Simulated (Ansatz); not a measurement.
Two isomers of C2H9FSi2: A = `C[SiH2]C[SiH2]F`, B = `F[SiH2]CC[SiH3]`.

Isolated molecules relaxed with PBE0-D4/def2-TZVP in Ansatz; ΔE leaves out vibrations. CCSD(T)/CBS adds triple-zeta CCSD(T) − MP2 to the extrapolated MP2 energy (def2 sets, frozen cores). Functionals use def2-TZVPP. B3LYP here is the variant with VWN-RPA as its local correlation; programs differ in this. One conformer a species, not always the lowest.

(1) Which is lower in electronic energy at CCSD(T)/CBS, and by how much? (Best estimate.)

(2) Give E(B) − E(A) in kcal/mol with CCSD/def2-TZVPP, HF/def2-TZVPP, B3LYP-D4, B2PLYP, MP2/def2-TZVPP, PBE-D4, r2SCAN-D4. (Estimate.)

Largest T1 diagnostic: 0.011.

## Answers

(1) Ansatz gave: A, by 17.3 kcal/mol.

(2) Ansatz gave: CCSD/def2-TZVPP 16.9, HF/def2-TZVPP 16.8, B3LYP-D4 16.9, B2PLYP 17.3, MP2/def2-TZVPP 17.7, PBE-D4 16.9, r2SCAN-D4 18.3. None reverses the order clearly.
